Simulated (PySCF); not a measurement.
# Computed records: AlBH5NSi, AlBCl2, CH3Al2B, B4H5 and others

All values are calculated (PySCF 2.14.0). Calculation on a computer-drawn molecule: optimised geometry and harmonic frequencies of an isolated molecule of the commonest isotopes, restricted reference for singlets and unrestricted otherwise, frozen core in MP2.

Common to all runs: multiplicity 1.

```yaml
- entry: 1
  formula: AlBH5NSi
  start_structure:
    atoms_angstrom:
      - [Al, 0.6854, -2.0639, 2.8086]
      - [B, 1.3477, -0.2896, 1.7519]
      - ["N", 1.724, -1.1047, 0.6151]
      - [Si, 2.44, -0.7109, -0.9006]
      - [H, 1.5974, 0.8533, 1.4934]
      - [H, 1.466, -2.2062, 0.7834]
      - [H, 3.7703, -0.1403, -0.607]
      - [H, 1.4729, 0.1795, -1.592]
      - [H, 2.5762, -1.9521, -1.6618]
  given:
    charge: 0
    method: HF
    basis: "cc-pV(D+d)Z"
    drawn_bonds_atom: [1, 2, 3, 2, 3, 4, 4, 4]
    drawn_bonds_other_atom: [2, 3, 4, 5, 6, 7, 8, 9]
    drawn_bonds_order: [1, 1, 1, 1, 1, 1, 1, 1]
  results:
    optimised_atom_element: [Al, B, "N", Si, H, H, H, H, H]
    "optimised_atom_x [angstrom]": [0.4322, 1.354, 1.733, 2.446, 1.569, 1.587, 3.724, 1.536, 2.699]
    "optimised_atom_y [angstrom]": [-1.477, -0.6239, -1.363, -0.6816, 0.5732, -2.355, -0.002245, 0.2932, -1.8]
    "optimised_atom_z [angstrom]": [3.521, 1.651, 0.5038, -0.9428, 1.559, 0.5018, -0.6395, -1.582, -1.882]
    "modes_frequency [cm^-1]": [51.83, 104.8, 114.3, 223.4, 484.3, 536.1, 723.6, 760.2, 831.5, 899.0, 1026, 1041, 1057, 1142, 1260, 1461, 2306, 2316, 2329, 2538, 3792]
    "modes_reduced_mass [dalton]": [1.231, 4.209, 5.357, 6.116, 3.43, 1.721, 1.611, 1.192, 2.683, 1.09, 1.052, 1.066, 1.087, 1.26, 2.191, 1.827, 1.046, 1.051, 1.023, 1.087, 1.076]
    "rotational_constants [GHz]": [32.03, 1.354, 1.319]
    "total_energy [hartree]": -612.9034
    "convergence_status_largest_gradient_component [hartree/bohr]": 3.347e-05
- entry: 2
  formula: AlBCl2
  start_structure:
    atoms_angstrom:
      - [Al, -1.1946, -2.856, 2.4996]
      - [B, -0.6543, -0.9777, 1.7194]
      - [Cl, -0.6888, 0.682, 1.5418]
      - [Cl, -2.0947, -1.6493, 0.8349]
  given:
    charge: 0
    method: HF
    basis: "cc-pV(D+d)Z"
    drawn_bonds_atom: [1, 2, 2]
    drawn_bonds_other_atom: [2, 3, 4]
    drawn_bonds_order: [1, 1, 1]
  results:
    optimised_atom_element: [Al, B, Cl, Cl]
    "optimised_atom_x [angstrom]": [-0.6696, -1.179, -0.4618, -2.322]
    "optimised_atom_y [angstrom]": [-2.816, -1.132, 0.4895, -1.343]
    "optimised_atom_z [angstrom]": [3.008, 1.591, 1.753, 0.2432]
    "modes_frequency [cm^-1]": [78.61, 230.2, 277.5, 366.0, 860.0, 866.4]
    "modes_reduced_mass [dalton]": [26.99, 29.41, 11.8, 30.13, 12.66, 12.37]
    "rotational_constants [GHz]": [3.177, 2.527, 1.408]
    "total_energy [hartree]": -1185.6541
    "convergence_status_largest_gradient_component [hartree/bohr]": 2.814e-05
- entry: 3
  formula: AlBCl2
  start_structure:
    atoms_angstrom:
      - [Al, -0.6696, -2.8159, 3.0077]
      - [B, -1.1788, -1.1319, 1.5914]
      - [Cl, -0.4618, 0.4895, 1.7534]
      - [Cl, -2.3222, -1.3427, 0.2432]
  given:
    charge: 0
    method: MP2
    basis: "cc-pV(D+d)Z"
    drawn_bonds_atom: [1, 2, 2]
    drawn_bonds_other_atom: [2, 3, 4]
    drawn_bonds_order: [1, 1, 1]
  results:
    optimised_atom_element: [Al, B, Cl, Cl]
    "optimised_atom_x [angstrom]": [-0.6695, -1.181, -0.461, -2.321]
    "optimised_atom_y [angstrom]": [-2.808, -1.129, 0.4814, -1.345]
    "optimised_atom_z [angstrom]": [3.004, 1.587, 1.758, 0.2463]
    "modes_frequency [cm^-1]": [55.27, 223.7, 253.3, 361.0, 854.3, 878.8]
    "modes_reduced_mass [dalton]": [26.97, 29.4, 11.8, 29.64, 12.46, 12.66]
    "rotational_constants [GHz]": [3.184, 2.551, 1.416]
    "total_energy [hartree]": -1186.0482
    "convergence_status_largest_gradient_component [hartree/bohr]": 3.087e-05
- entry: 4
  formula: CH3Al2B
  start_structure:
    atoms_angstrom:
      - [Al, -2.5021, 1.7276, 0.0908]
      - [B, -1.0234, 0.2447, -0.0486]
      - [C, -1.178, -1.049, 0.4063]
      - [Al, 0.7315, -1.0823, -0.2917]
      - [H, -1.6646, -2.0211, 0.8225]
      - [H, 2.0169, -0.9973, 0.6285]
      - [H, 1.1354, -1.6303, -1.6443]
  given:
    charge: 0
    method: HF
    basis: "cc-pV(D+d)Z"
    drawn_bonds_atom: [1, 2, 3, 3, 4, 4]
    drawn_bonds_other_atom: [2, 3, 4, 5, 6, 7]
    drawn_bonds_order: [1, 2, 1, 1, 1, 1]
  results:
    optimised_atom_element: [Al, B, C, Al, H, H, H]
    "optimised_atom_x [angstrom]": [-1.725, -1.55, -1.176, 0.6969, -1.668, 1.368, 1.571]
    "optimised_atom_y [angstrom]": [2.211, -0.006075, -1.324, -1.188, -2.286, 0.2527, -2.467]
    "optimised_atom_z [angstrom]": [0.557, 0.3454, 0.1521, -0.3064, 0.2025, -0.3652, -0.6219]
    "modes_frequency [cm^-1]": [48.93, 170.3, 226.1, 309.4, 385.9, 456.6, 630.1, 648.6, 678.8, 833.0, 862.7, 1600, 1938, 1986, 3380]
    "modes_reduced_mass [dalton]": [6.343, 1.766, 1.903, 8.556, 2.731, 1.56, 1.094, 1.285, 5.047, 1.125, 1.192, 8.236, 1.044, 1.039, 1.098]
    "rotational_constants [GHz]": [12.51, 1.838, 1.603]
    "total_energy [hartree]": -548.0589
    "convergence_status_largest_gradient_component [hartree/bohr]": 2.553e-05
- entry: 5
  formula: B4H5
  start_structure:
    atoms_angstrom:
      - [B, -0.6002, 0.3143, -0.9877]
      - [B, 0.8269, 0.6016, -0.712]
      - [B, 1.9912, -0.5544, -0.5858]
      - [B, 1.4361, 2.0866, -0.6114]
      - [H, -1.7034, 0.0648, -1.2144]
      - [H, 2.5568, -0.9803, -1.5419]
      - [H, 2.1786, -1.0247, 0.4422]
      - [H, 1.4498, 2.6508, 0.4839]
      - [H, 1.7711, 2.6078, -1.5009]
  given:
    charge: 1
    method: HF
    basis: cc-pVDZ
    drawn_bonds_atom: [1, 2, 2, 1, 3, 3, 4, 4]
    drawn_bonds_other_atom: [2, 3, 4, 5, 6, 7, 8, 9]
    drawn_bonds_order: [1, 1, 1, 1, 1, 1, 1, 1]
  results:
    optimised_atom_element: [B, B, B, B, H, H, H, H, H]
    "optimised_atom_x [angstrom]": [-0.6993, 0.8998, 2.022, 1.438, -1.836, 2.59, 2.233, 1.452, 1.807]
    "optimised_atom_y [angstrom]": [0.2734, 0.5996, -0.6635, 2.202, 0.04147, -1.052, -1.124, 2.709, 2.781]
    "optimised_atom_z [angstrom]": [-1.016, -0.7283, -0.5782, -0.5791, -1.221, -1.554, 0.5026, 0.5013, -1.555]
    "modes_frequency [cm^-1]": [178.7, 194.9, 225.1, 303.3, 354.3, 552.5, 608.6, 648.6, 769.6, 843.3, 894.6, 965.8, 1027, 1086, 1205, 1215, 2709, 2713, 2817, 2820, 2936]
    "modes_reduced_mass [dalton]": [2.598, 2.894, 1.854, 1.01, 1.02, 1.203, 4.176, 1.343, 1.569, 1.764, 1.802, 1.994, 2.308, 3.038, 1.136, 1.143, 1.047, 1.049, 1.126, 1.127, 1.105]
    "rotational_constants [GHz]": [7.854, 7.555, 4.127]
    "total_energy [hartree]": -101.2504
    "convergence_status_largest_gradient_component [hartree/bohr]": 9.315e-06
- entry: 6
  formula: B3H6Si
  start_structure:
    atoms_angstrom:
      - [B, -0.4371, -2.3657, 0.7937]
      - [B, -0.1785, -1.055, 0.1438]
      - [B, -0.5475, 0.4171, 0.4275]
      - [Si, 0.6724, -0.8468, -1.7757]
      - [H, -0.6049, -3.3341, 1.3973]
      - [H, -1.522, 0.9991, 0.1625]
      - [H, 0.2898, 1.1324, 1.0555]
      - [H, -0.119, -1.6357, -2.5978]
      - [H, 0.8724, 0.5964, -2.2319]
      - [H, 2.1159, -1.5062, -1.5335]
  given:
    charge: 1
    method: HF
    basis: "cc-pV(D+d)Z"
    drawn_bonds_atom: [1, 2, 2, 1, 3, 3, 4, 4, 4]
    drawn_bonds_other_atom: [2, 3, 4, 5, 6, 7, 8, 9, 10]
    drawn_bonds_order: [1, 1, 1, 1, 1, 1, 1, 1, 1]
  results:
    optimised_atom_element: [B, B, B, Si, H, H, H, H, H, H]
    "optimised_atom_x [angstrom]": [-0.4228, -0.1526, -0.5794, 0.7947, -0.6039, -1.646, 0.2095, -0.06682, 0.8978, 2.111]
    "optimised_atom_y [angstrom]": [-2.342, -0.9161, 0.5932, -0.9421, -3.374, 1.051, 1.214, -1.769, 0.4489, -1.563]
    "optimised_atom_z [angstrom]": [0.8025, 0.01879, 0.6042, -1.852, 1.342, 0.3195, 1.254, -2.718, -2.315, -1.614]
    "modes_frequency [cm^-1]": [54.05, 128.9, 155.1, 212.5, 361.4, 463.2, 484.2, 620.1, 621.2, 743.5, 819.8, 870.2, 957.5, 991.5, 1005, 1019, 1096, 1209, 2343, 2355, 2381, 2700, 2800, 2936]
    "modes_reduced_mass [dalton]": [1.076, 3.082, 2.843, 1.936, 1.016, 4.644, 1.133, 1.3, 1.202, 2.375, 1.678, 1.974, 1.117, 1.419, 1.105, 1.038, 5.451, 1.166, 1.02, 1.053, 1.049, 1.049, 1.124, 1.106]
    "rotational_constants [GHz]": [7.168, 3.815, 2.625]
    "total_energy [hartree]": -366.1030
    "convergence_status_largest_gradient_component [hartree/bohr]": 1.088e-05
```
